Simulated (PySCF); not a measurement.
29Si chemical shifts

- GFN2-xTB structure
- GIAO PBE0/pcSseg-1 shieldings
- run in PySCF 2.14
- relativity neglected, equivalent nuclei averaged, single conformer, no solvent

Shieldings were converted by a linear fit to measured shifts: 29Si: δ = 279.94 − 0.822σ (rms 8.9 ppm, 72 shifts, 25.8 ppm with the 6 outliers that the fit left out vs TMS, solution or neat liquid). Occasional misses reach two or three times the rms, and more in compound classes unlike the fitted ones.

Q: Give the 29Si shifts of `C=C(C)[Si@@H]1C[C@H](C#N)[Si@@H]1F`, `CC[Si@@H]1C[Si@@H](C#N)C=C1F`, `CC(=O)[Si@@H](C)Cl`.

A: 
| compound | environment | δ (ppm) |
| --- | --- | --- |
| [CH2:1]=[C:2]([CH3:3])[Si@@H:4]1[CH2:5][C@H:6]([C:7]#[N:8])[Si@@H:9]1[F:10] | Si9: silicon bonded to C, F, Si, H, in a 4-membered ring | 20.2 |
| [CH2:1]=[C:2]([CH3:3])[Si@@H:4]1[CH2:5][C@H:6]([C:7]#[N:8])[Si@@H:9]1[F:10] | Si4: silicon bonded to 2 C, Si, H, in a 4-membered ring | -6.0 |
| [CH3:1][CH2:2][Si@@H:3]1[CH2:4][Si@@H:5]([C:6]#[N:7])[CH:8]=[C:9]1[F:10] | Si3: silicon bonded to 3 C, H, in a 5-membered ring | -17.3 |
| [CH3:1][CH2:2][Si@@H:3]1[CH2:4][Si@@H:5]([C:6]#[N:7])[CH:8]=[C:9]1[F:10] | Si5: silicon bonded to 3 C, H, in a 5-membered ring | -41.0 |
| CC(=O)[Si@@H](C)Cl | silicon bonded to 2 C, Cl, H | -25.2 |

Q: Order these by 29Si shift, lowest first.
A. O[SiH2][C@@H]1C[C@H]1Cl
B. C[C@]1([SiH3])CCCSC1
C. CC/C=C\[SiH2]CSC
D. C=C(Cl)[SiH2]OC

A: C (-55.3 ppm, silicon bonded to 2 C, 2 H), B (-46.4 ppm, silicon bonded to C, 3 H), D (-37.8 ppm, silicon bonded to C, O, 2 H), A (-28.0 ppm, silicon bonded to C, O, 2 H).
